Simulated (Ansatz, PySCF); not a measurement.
The pair A = HCl (SMILES Cl) (first 2 atoms), B = ClH3Si (SMILES [SiH3]Cl); geometry from B3LYP-D3(BJ)/def2-TZVP.
(charge 0, multiplicity 1):
```
atom    x (Å)    y (Å)    z (Å)
----  -------  -------  -------
Cl     0.1814   0.4272  -0.0816
H     -0.0892  -0.4557   0.8177
Si     0.0413   0.6405   3.8227
Cl    -0.4100  -1.2688   3.1252
H     -0.0535   0.6011   5.2938
H     -0.9435   1.5755   3.2515
H      1.4095   0.9699   3.3870
```

Correlated levels freeze the cores. CBS: X⁻³ extrapolation of the correlation energy, Hartree–Fock from the larger set.

Programs: Ansatz (Gaussian basis) for Hartree–Fock, density functionals and correlated methods; PySCF for the dispersion terms. Values without a source in brackets are computed.

The monomers are drawn apart, rigid, along the line of their centres of mass. Counterpoise-corrected interaction energies (kcal/mol):

| level | R = 4.602 Å | R = 5.589 Å |
|---|---|---|
| PBE/def2-TZVPPD | -0.9479 | -0.3458 |
| PBE-D3(BJ)/def2-TZVPPD | -1.4697 | -0.5256 |
| wB97M-V/def2-TZVPPD | -1.2016 | -0.4617 |
| MP2/CBS(aug-cc-pV(D+d)Z, aug-cc-pV(T+d)Z) + ΔCCSD(T)/aug-cc-pV(D+d)Z | -1.2302 | -0.4559 |

### Question
R is the distance of the centres of mass. Find the local exponent m of E ∝ R⁻ᵐ between the two points.

### Answer

m = ln(E₁/E₂)/ln(R₂/R₁): PBE/def2-TZVPPD 5.2; PBE-D3(BJ)/def2-TZVPPD 5.3; wB97M-V/def2-TZVPPD 4.9; MP2/CBS(aug-cc-pV(D+d)Z, aug-cc-pV(T+d)Z) + ΔCCSD(T)/aug-cc-pV(D+d)Z 5.1. For scale, two fixed dipoles give m = 3, dipole and quadrupole 4, quadrupoles 5, and dispersion or dipole-induced dipole 6 at long range; at these distances several terms mix, and what is left of overlap and damping shifts m, so it need not match one of them.

Ansatz is an electronic-structure program.
